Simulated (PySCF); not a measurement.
## `C=C1[C@@H](C)[C@@H](S)[C@H]1C`, C₇H₁₂S

Geometry:
| atom | x (Å) | y (Å) | z (Å) |
| --- | --- | --- | --- |
| C1 | -0.731 | 2.235 | -0.231 |
| C2 | -0.203 | 1.097 | 0.165 |
| C3 | -0.746 | -0.097 | 0.914 |
| C4 | -1.840 | -0.859 | 0.184 |
| C5 | 0.681 | -0.702 | 0.878 |
| S6 | 0.887 | -2.354 | 0.127 |
| C7 | 1.170 | 0.486 | 0.019 |
| C8 | 1.582 | 0.171 | -1.412 |
| H9 | -1.759 | 2.486 | -0.028 |
| H10 | -0.154 | 2.964 | -0.774 |
| H11 | -1.080 | 0.134 | 1.930 |
| H12 | -2.096 | -1.772 | 0.717 |
| H13 | -1.514 | -1.124 | -0.819 |
| H14 | -2.730 | -0.239 | 0.106 |
| H15 | 1.157 | -0.746 | 1.858 |
| H16 | 0.355 | -3.015 | 1.154 |
| H17 | 1.963 | 1.062 | 0.505 |
| H18 | 2.484 | -0.437 | -1.418 |
| H19 | 1.776 | 1.095 | -1.952 |
| H20 | 0.794 | -0.373 | -1.927 |

Method used: PySCF 2.14.0, TDDFT wB97X-D/def2-SVPD circular dichroism and optical rotation, one conformer, gas phase. Geometry: GFN2-xTB.

The molecule is flexible and this is one conformer; a measurement averages over conformers.

(1) What are the CIP labels of the stereocentres?

(2) Which excitations and rotatory strengths does the calculation give?

## Answers

(1) C3 R, C7 S.

(2) Rotatory strengths R in 10⁻⁴⁰ esu² cm², velocity form and length form (origin at the centre of mass); f in length form.
```csv
state,E (eV),λ (nm),f,R (velocity),R (length),main
1,5.73,216,0.0004,-5.6,-4.7,"HOMO→LUMO+1 0.73, HOMO→LUMO+5 0.13"
2,6.00,207,0.027,-15.2,-14.9,"HOMO→LUMO 0.76, HOMO→LUMO+2 0.16"
3,6.79,183,0.204,+15.1,+14.8,"HOMO−1→LUMO 0.71, HOMO→LUMO+2 0.13"
4,6.87,181,0.044,-16.6,-16.8,"HOMO→LUMO+2 0.59, HOMO−1→LUMO 0.15"
5,7.10,175,0.0005,+9.2,+9.1,"HOMO−2→LUMO 0.66, HOMO−2→LUMO+2 0.09"
6,7.45,166,0.084,+11.6,+11.6,"HOMO−1→LUMO+3 0.56, HOMO−1→LUMO+1 0.28"
7,7.48,166,0.026,+26.2,+26.9,"HOMO→LUMO+5 0.54, HOMO→LUMO+4 0.17"
8,7.55,164,0.033,+1.8,+0.1,"HOMO→LUMO+4 0.45, HOMO→LUMO+3 0.25"
9,7.91,157,0.007,-10.8,-10.3,"HOMO−1→LUMO+1 0.48, HOMO−1→LUMO+3 0.15"
10,7.96,156,0.023,+14.0,+14.3,HOMO−4→LUMO 0.56
11,8.06,154,0.042,-15.6,-15.9,"HOMO−3→LUMO 0.34, HOMO−4→LUMO 0.14"
12,8.19,151,0.015,-0.8,-0.8,"HOMO−3→LUMO 0.16, HOMO→LUMO+4 0.14"
13,8.31,149,0.009,-6.7,-6.6,"HOMO−1→LUMO+2 0.19, HOMO−1→LUMO+5 0.13"
14,8.35,148,0.015,-15.8,-15.9,"HOMO→LUMO+7 0.32, HOMO→LUMO+6 0.13"
15,8.37,148,0.025,+25.8,+27.2,HOMO−2→LUMO+1 0.26
16,8.40,148,0.040,+14.5,+14.6,"HOMO−1→LUMO+6 0.28, HOMO−1→LUMO+4 0.17"
```

Among the states computed, the strongest CD band (largest |R|) is state 7. The largest dissymmetry factor in size, g = 4R/(D+G), with D and G the electric and magnetic dipole strengths, is +0.19 for state 5 (velocity form, f = 0.0005), among bands with |R| over 0.5. The mirror image has the same energies and oscillator strengths and all R with the opposite sign.
